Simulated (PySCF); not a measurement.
MnO, SMILES [O]=[Mn] (connectivity only; charge and spin as stated), neutral, multiplicity 6.

Geometry optimised at PBE0-D3(BJ)/def2-TZVPD. The multiplicity is an assumed one; other spin states were not compared.

The numbers are results of PySCF with PBE/def2-TZVPD, not measurements.

| Property | Result |
|---|---|
| total energy | -1225.93524 hartree |
| point group | C∞v |
| α spin, highest occupied and lowest empty level | -5.20 and -3.48 eV |
| β spin, highest occupied and lowest empty level | -6.97 and -3.38 eV |
| dipole moment | 4.30 D |
| mean static polarisability | 44.6 bohr³ (6.61 Å³) |
| polarisability, principal values | 38.7, 38.7, 56.4 bohr³ |
| ⟨S²⟩ | 8.789 (pure state 8.75) |
